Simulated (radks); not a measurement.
Results of a calculation; reference values are marked as such.
Species: Ru II. Configuration: [Kr] 4d7 (the NIST ground configuration).

Code: a radial shooting solver on a logarithmic mesh with Libxc functionals. Model: Dirac Kohn-Sham, LDA (Slater exchange, Perdew-Zunger correlation), spin-unpolarised, spherical densities, point nucleus; open shells fill j = l - 1/2 first.

Energy parts (Ry):
total: -9053.59572
kinetic: 9418.84103
electron-nucleus: -21888.08046
Hartree: 3673.53240
exchange-correlation: -257.88869

Orbitals (lengths in bohr, moments of r in powers of bohr; <r^-3> diverges for s and p1/2; r(max) is where P^2 peaks):
orbital  occ.  eigenvalue (Ry)   r(max)     <r^2>  <r^-3>      <r^4>  small-component weight
1s1/2       2        -1609.948  0.02174  0.001512       -  5.929e-06                2.58e-02
2s1/2       2        -231.9403   0.1232   0.02500       -   0.001078                5.33e-03
2p1/2       2        -214.4983  0.09549   0.01878       -  0.0007093                5.35e-03
2p3/2       4        -204.8909  0.09949   0.02013    2799  0.0008031                5.16e-03
3s1/2       2        -41.24934   0.3622    0.1863       -    0.05358                1.45e-03
3p1/2       2        -34.47672   0.3487    0.1828       -    0.05431                1.40e-03
3p3/2       4        -32.84572   0.3584    0.1926   481.9    0.06014                1.35e-03
3d3/2       4        -20.80966   0.2990    0.1753   72.04    0.05873                1.24e-03
3d5/2       6        -20.49157   0.3018    0.1783   68.34    0.06069                1.22e-03
4s1/2       2         -6.15828   0.9132     1.178       -      2.108                3.50e-04
4p1/2       2         -4.13673   0.9645     1.408       -      3.172                2.98e-04
4p3/2       4         -3.88490   0.9899     1.491   74.34      3.566                2.84e-04
4d3/2       4         -0.95225    1.209     3.271   5.749      22.32                1.49e-04
4d5/2       3         -0.92770    1.221     3.364   5.375      23.67                1.46e-04

The highest occupied level is 4d5/2 at -12.622 eV. For comparison, the ionisation energy in NIST's Atomic Spectra Database is 16.8 eV (semi-empirical). In exact Kohn-Sham theory the highest level is minus the ionisation energy, but local and semilocal functionals leave it too shallow, through self-interaction and a potential that decays too fast; potentials with the right tail come closer. The density falls to 0.001 e/bohr^3 at r = 3.83 bohr. Summed over all electrons, <r^2> = 37.76 bohr^2, which gives a Langevin (diamagnetic) susceptibility term of -29.9 x 10^-6 cm^3/mol.

Beside tabulated values, note that spin-unpolarised runs miss the spin-polarisation part of the exchange energy of open shells.
